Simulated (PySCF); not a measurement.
Core-level binding energies of `P[SiH](P)C1CC1`

Compound: C₃H₁₀P₂Si.
Cartesian coordinates in Å at the PBE0-D3(BJ)/def2-SVP level; atoms count from 1:
```
atom  x, y, z in Å
P1     1.9450   -1.9424    0.5874
Si2    0.9079   -0.1804   -0.3910
P3     2.4332    1.4961   -0.4119
C4    -0.6477    0.1978    0.5653
C5    -1.9390   -0.5071    0.2186
C6    -1.7826    0.9439   -0.0936
H7     0.9769   -2.8880    0.1275
H8     2.8292   -2.1644   -0.5125
H9     0.5220   -0.4465   -1.8150
H10    1.4558    2.4941   -0.7184
H11    2.3351    1.7018    0.9994
H12   -0.4947    0.4095    1.6300
H13   -1.9353   -1.2176   -0.6143
H14   -2.5954   -0.7945    1.0443
H15   -2.3324    1.6683    0.5134
H16   -1.6723    1.2372   -1.1427
```

Computed, not measured: PySCF, delta-SCF UKS SCAN, pcX-2 on the ionised atom, pcseg-1 elsewhere, spin-free X2C. Vertical ΔSCF values, vacuum level as zero.

Task: What binding energy does each computed site have?

Result: 
| atom(s) | bonded to | level | binding energy (eV) | 2p1/2 (eV) | above the level's lowest (eV) | count |
| --- | --- | --- | --- | --- | --- | --- |
| P1/P3 | 2 H and Si | P 2p3/2 | 136.05 | 136.94 | 0.00 | 2 |
| P1/P3 | 2 H and Si | P 1s | 2149.59 | – | 0.00 | 2 |
| Si2 | C, H and 2 P | Si 2p3/2 | 106.32 | 106.94 | 0.00 | 1 |
| Si2 | C, H and 2 P | Si 1s | 1846.10 | – | 0.00 | 1 |
| C4 | 2 C, H and Si | C 1s | 290.21 | – | 0.00 | 1 |
| C5/C6 | 2 C and 2 H | C 1s | 290.72 | – | +0.51 | 2 |

The listed C 1s values span 0.51 eV, from C4 (bonded to 2 C, H and Si) to C5/C6 (bonded to 2 C and 2 H). Summing the Pauling electronegativity differences to the bonded atoms, each weighted by its formal bond order, gives -1.00 for the lowest site and -0.70 for the highest.

Task: Express the binding energy of Si 2p3/2 of Si2 in atomic units and per mole.

Result: 106.32 eV = 3.9072 Eh = 10258 kJ/mol.

Task: Which photon energy gives electrons from Si 2p3/2 of Si2 a kinetic energy of 200 eV, and what is their de Broglie wavelength?

Result: hν = 106.32 + 200 = 306.32 eV, recoil neglected; λ = 12.264 Å/√(E/eV) = 0.87 Å.

One atom of each set of topologically equivalent atoms was ionised and stands for the set; in this conformer not all members are related by symmetry, and their own values weren't computed. The 2p values aren't plain energy differences: one relaxed spin-free 2p hole is combined with a matrix within the shell (ground-state 2p orbital-energy differences and spin–orbit coupling). 2p3/2, the mean of its two sublevels, lies a third of the splitting below the shell's mean and 2p1/2 two thirds above it; the statistical areas are 2:1. 2p1/2 minus 2p3/2 (ligand field included): P 0.89 eV, Si 0.62 eV. One conformer (not necessarily the lowest) at the PBE0-D3(BJ)/def2-SVP geometry, without solvent, vibrations or thermal averaging.
